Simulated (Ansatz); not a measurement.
Reaction (formal hydrolysis of a W–Cl bond): `[CH3][W](=[O])(=[S])[Cl]` + H₂O → `[CH3][W](=[O])([OH])=[S]` + HCl

Program: Ansatz. Geometries: PBE0-D4/def2-TZVP. ΔE: electronic, gas phase. CBS: MP2 limit from def2 TZ/QZ plus the TZ coupled-cluster correction, frozen cores. This one scheme is used for every species. Functionals use def2-TZVPP. HSE06 is defined as in plane-wave codes. Elements past krypton have def2 core potentials. For W outer-core shells are correlated without core-valence functions, which leaves a few kJ/mol of doubt a bond. One conformer a species, not always the lowest.

```csv
level,ΔE (kJ/mol),difference from CCSD(T)/CBS
LDA (SPW92),17.0,-10.4
PBE-D4,22.6,-4.8
BLYP-D4,19.1,-8.3
r2SCAN-D4,20.8,-6.6
PBE0-D4,24.2,-3.2
r2SCANh-D4,21.7,-5.7
HSE06-D4,24.7,-2.7
CAM-B3LYP-D4,12.6,-14.8
ωB97M-V,17.0,-10.4
PBE,20.7,-6.7
HSE06,22.9,-4.5
RPA@PBE/def2-TZVPP,19.6,-7.8
HF/def2-SVP,12.4,-15.0
HF/def2-TZVPP,12.9,-14.5
SCS-MP2/def2-TZVPP,33.2,5.8
CCSD(T)/def2-TZVPP,22.8,-4.6
CCSD(T)/CBS,27.4,0
```

Largest T1 diagnostic among the species: 0.023, so the coupled-cluster value is less sure than usual.

In def2-TZVPP, CCSD(T) changes the Hartree–Fock value by +9.9 kJ/mol (the triples alone add +3.6 kJ/mol) and MP2 by +27.9 kJ/mol. At CCSD(T), def2-SVP lies −11.8 kJ/mol from the extrapolated value and def2-TZVPP −4.6 kJ/mol.
